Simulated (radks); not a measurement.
All-electron atom: the copper ion Cu3+ in [Ar] 3d8. Calculated with a radial shooting solver on a logarithmic mesh with Libxc functionals: non-relativistic Kohn-Sham, OLYP, spin-unpolarised, spherical densities, point nucleus.

Local quantities along the radius. ELF = 1/(1 + alpha^2) is the electron localisation function; alpha = (tau - tau_W)/tau_unif compares the Pauli kinetic energy density with that of the uniform gas; r v_xc is r times the local exchange-correlation potential (hartree bohr); -r V(r) is the screened charge that the Kohn-Sham potential presents (atomic units).

| r (bohr) | ELF | alpha | r v_xc | -r V(r) |
|---|---|---|---|---|
| 0.0022 | 1.000 | 0.01579 | -0.06511 | 28.77 |
| 0.002481 | 1.000 | 0.01614 | -0.07202 | 28.74 |
| 0.002797 | 1.000 | 0.01655 | -0.07972 | 28.71 |
| 0.003154 | 1.000 | 0.01701 | -0.08829 | 28.67 |
| 0.003528 | 1.000 | 0.01751 | -0.09716 | 28.63 |
| 0.003977 | 1.000 | 0.01814 | -0.1076 | 28.58 |
| 0.004485 | 1.000 | 0.01887 | -0.1193 | 28.52 |
| 0.005056 | 1.000 | 0.01974 | -0.1321 | 28.46 |
| 0.005701 | 1.000 | 0.02076 | -0.1462 | 28.39 |
| 0.006428 | 1.000 | 0.02198 | -0.1617 | 28.31 |
| 0.007247 | 0.999 | 0.02344 | -0.1787 | 28.22 |
| 0.008171 | 0.999 | 0.02521 | -0.1971 | 28.12 |
| 0.009213 | 0.999 | 0.02736 | -0.2171 | 28.01 |
| 0.01039 | 0.999 | 0.03002 | -0.2387 | 27.88 |
| 0.01162 | 0.999 | 0.03309 | -0.2602 | 27.75 |
| 0.0131 | 0.999 | 0.03719 | -0.2847 | 27.59 |
| 0.01477 | 0.998 | 0.04245 | -0.3104 | 27.41 |
| 0.01665 | 0.998 | 0.04927 | -0.3373 | 27.21 |
| 0.01878 | 0.997 | 0.05828 | -0.3651 | 26.99 |
| 0.02117 | 0.995 | 0.07040 | -0.3932 | 26.75 |
| 0.02387 | 0.992 | 0.08704 | -0.4212 | 26.48 |
| 0.02691 | 0.988 | 0.1104 | -0.4484 | 26.18 |
| 0.03035 | 0.980 | 0.1438 | -0.4737 | 25.85 |
| 0.03421 | 0.964 | 0.1927 | -0.4962 | 25.49 |
| 0.03858 | 0.934 | 0.2653 | -0.5144 | 25.10 |
| 0.04315 | 0.882 | 0.3654 | -0.5262 | 24.70 |
| 0.04865 | 0.785 | 0.5226 | -0.5321 | 24.22 |
| 0.05485 | 0.642 | 0.7467 | -0.5306 | 23.71 |
| 0.06185 | 0.482 | 1.037 | -0.5235 | 23.15 |
| 0.06973 | 0.356 | 1.344 | -0.5180 | 22.55 |
| 0.07862 | 0.292 | 1.557 | -0.5299 | 21.93 |
| 0.08864 | 0.291 | 1.561 | -0.5718 | 21.28 |
| 0.09995 | 0.351 | 1.359 | -0.6311 | 20.61 |
| 0.1127 | 0.465 | 1.072 | -0.6912 | 19.88 |
| 0.1271 | 0.600 | 0.8159 | -0.7498 | 19.11 |
| 0.1421 | 0.706 | 0.6452 | -0.8028 | 18.36 |
| 0.1602 | 0.778 | 0.5346 | -0.8541 | 17.53 |
| 0.1807 | 0.808 | 0.4877 | -0.8942 | 16.67 |
| 0.2037 | 0.797 | 0.5040 | -0.9162 | 15.78 |
| 0.2297 | 0.732 | 0.6052 | -0.9121 | 14.87 |
| 0.259 | 0.583 | 0.8462 | -0.8752 | 13.92 |
| 0.292 | 0.376 | 1.289 | -0.8095 | 12.94 |
| 0.3292 | 0.232 | 1.819 | -0.7526 | 11.95 |
| 0.3712 | 0.204 | 1.976 | -0.7901 | 11.03 |
| 0.4185 | 0.286 | 1.581 | -0.8864 | 10.15 |
| 0.4718 | 0.461 | 1.082 | -0.9679 | 9.254 |
| 0.5278 | 0.623 | 0.7773 | -1.039 | 8.426 |
| 0.595 | 0.729 | 0.6105 | -1.104 | 7.578 |
| 0.6709 | 0.771 | 0.5449 | -1.147 | 6.793 |
| 0.7564 | 0.772 | 0.5431 | -1.159 | 6.092 |
| 0.8529 | 0.740 | 0.5934 | -1.137 | 5.490 |
| 0.9616 | 0.670 | 0.7011 | -1.081 | 4.984 |
| 1.084 | 0.560 | 0.8862 | -0.9874 | 4.564 |
| 1.222 | 0.416 | 1.185 | -0.8581 | 4.209 |
| 1.378 | 0.267 | 1.657 | -0.7088 | 3.912 |
| 1.554 | 0.150 | 2.385 | -0.5753 | 3.687 |
| 1.738 | 0.080 | 3.401 | -0.4996 | 3.560 |
| 1.96 | 0.038 | 5.033 | -0.4871 | 3.516 |
| 2.21 | 0.017 | 7.587 | -0.5336 | 3.547 |
| 2.491 | 0.007 | 11.88 | -0.5977 | 3.603 |
| 2.809 | 0.003 | 19.88 | -0.6130 | 3.615 |
| 3.167 | 0.001 | 36.58 | -0.5139 | 3.514 |

On this mesh the ELF has minima near r = 0.089, 0.37 bohr, which separate the shells, and maxima near 0.18 (0.81), 0.76 (0.77).
